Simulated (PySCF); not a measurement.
# Spin-rotation constants: `C1CN(P(/C=C/C)C)CC1`, C8H16NP

Cartesian coordinates in Å; atom numbers follow the order of the lines, from 1:
```xyz
26

C     3.9186    0.8786   -0.5407
C     2.5974    0.3044   -0.9268
C     1.6748   -0.1165   -0.0736
P     0.0932   -0.8429   -0.6124
C     0.3844   -2.5184    0.1353
N    -0.8277   -0.2042    0.7259
C    -2.2045   -0.6741    0.7914
C    -3.0424    0.2762   -0.0835
C    -2.1803    1.5453   -0.1899
C    -0.9739    1.2439    0.7105
H     4.0200    1.8878   -0.9401
H     4.7259    0.2779   -0.9594
H     4.0303    0.9135    0.5406
H     2.4118    0.2331   -1.9915
H     1.8235   -0.0522    0.9999
H     0.5713   -2.4165    1.2029
H     1.2475   -2.9640   -0.3559
H    -0.4752   -3.1656   -0.0280
H    -2.5263   -0.6069    1.8372
H    -2.2806   -1.7139    0.4741
H    -3.2068   -0.1628   -1.0672
H    -4.0126    0.4749    0.3694
H    -2.7115    2.4388    0.1333
H    -1.8434    1.6950   -1.2162
H    -1.1784    1.5667    1.7378
H    -0.0560    1.7247    0.3700
```

Level of theory: GIAO CAM-B3LYP/pcSseg-1 magnetisability, rotational g tensor and spin-rotation constants, non-relativistic, gas phase (PySCF 2.14.0). Geometry: GFN2-xTB.

(1) Give the nuclear spin-rotation constants along the inertial axes (H = +C I·J) beside the isotropic shieldings.

Results:

(1) Rotational constants 1.9683, 0.6923, 0.5680 GHz. A star marks the isotopologue with that one atom substituted, in its own axes.
| atom | isotope | Caa (kHz) | Cbb (kHz) | Ccc (kHz) | mean (kHz) | σ (ppm) |
| --- | --- | --- | --- | --- | --- | --- |
| P4 | 31P | 3.159 | 1.334 | 0.920 | 1.804 | 265.2 |
| N6 | 14N | 0.116 | 0.035 | 0.037 | 0.063 | 193.7 |
| H11 | 1H | -0.206 | 0.012 | -0.057 | -0.084 | 29.8 |
| H12 | 1H | -0.025 | -0.050 | -0.059 | -0.045 | 29.9 |
| H13 | 1H | -0.212 | -0.080 | 0.020 | -0.090 | 29.8 |
| H14 | 1H | -0.195 | -0.078 | 0.059 | -0.071 | 25.4 |
| H15 | 1H | -0.197 | -0.085 | 0.064 | -0.073 | 25.5 |
| H16 | 1H | -0.238 | -0.071 | 0.016 | -0.098 | 30.4 |
| H17 | 1H | -0.030 | -0.057 | -0.063 | -0.050 | 31.0 |
| H18 | 1H | -0.072 | -0.035 | -0.062 | -0.057 | 30.4 |
| H19 | 1H | -0.164 | -0.063 | 0.004 | -0.074 | 29.0 |
| H20 | 1H | -0.203 | 0.021 | -0.055 | -0.079 | 28.9 |
| H21 | 1H | -0.196 | -0.065 | 0.006 | -0.085 | 29.9 |
| H22 | 1H | 0.040 | -0.076 | -0.057 | -0.031 | 30.2 |
| H23 | 1H | -0.137 | -0.013 | -0.059 | -0.069 | 30.3 |
| H24 | 1H | -0.161 | -0.068 | -0.003 | -0.077 | 30.0 |
| H25 | 1H | -0.159 | -0.068 | 0.005 | -0.073 | 29.1 |
| H26 | 1H | 0.019 | -0.045 | -0.062 | -0.029 | 28.7 |
| C1 | 13C* | 0.287 | 0.108 | 0.087 | 0.161 | 161.1 |
| C2 | 13C* | 0.670 | 0.137 | 0.288 | 0.365 | 32.8 |
| C3 | 13C* | 0.663 | 0.159 | 0.278 | 0.367 | 31.7 |
| C5 | 13C* | 0.320 | 0.101 | 0.088 | 0.170 | 160.5 |
| C7 | 13C* | 0.322 | 0.147 | 0.121 | 0.197 | 132.7 |
| C8 | 13C* | 0.306 | 0.099 | 0.098 | 0.168 | 158.9 |

For the geometry as given, no vibrational averaging.
